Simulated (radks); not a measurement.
Problem. A nucleus of charge 65.6 with 64 electrons, 64 electrons, occupied as [Xe] 4f9 6s1. Calculated with a radial shooting solver on a logarithmic mesh with Libxc functionals: Dirac Kohn-Sham, PBE, spin-unpolarised, spherical densities, point nucleus; open shells are shared between the two j in proportion to 2j + 1. Some entries of the table are withheld. Estimate them.

| orbital | occ. | eigenvalue (eV) | <r> (bohr) |
|---|---|---|---|
| 1s1/2 | 2 | -52895.56 | (1) |
| 2s1/2 | 2 | -8801.276 | 0.08990 |
| 2p1/2 | 2 | -8367.838 | 0.07498 |
| 2p3/2 | 4 | -7589.420 | 0.08199 |
| 3s1/2 | 2 | (2) | 0.2360 |
| 3p1/2 | 2 | -1780.663 | 0.2257 |
| 3p3/2 | 4 | -1619.393 | 0.2390 |
| 3d3/2 | 4 | -1295.210 | 0.2114 |
| 3d5/2 | 6 | -1260.013 | 0.2155 |
| 4s1/2 | 2 | -402.9173 | 0.5341 |
| 4p1/2 | 2 | -328.7060 | 0.5449 |
| 4p3/2 | 4 | -292.6615 | 0.5752 |
| 4d3/2 | 4 | -170.5213 | 0.6080 |
| 4d5/2 | 6 | -163.9893 | 0.6187 |
| 5s1/2 | 2 | -62.8612 | 1.298 |
| 5p1/2 | 2 | -42.5681 | 1.454 |
| 5p3/2 | 4 | -37.7725 | 1.551 |
| 4f5/2 | 3.85714 | -19.2954 | 0.8340 |
| 4f7/2 | 5.14286 | -18.4159 | 0.8482 |
| 6s1/2 | 1 | -13.2615 | 3.425 |

Solution. 
(1) 1s1/2 <r> (bohr): 0.02127
(2) 3s1/2 eigenvalue (eV): -1969.307
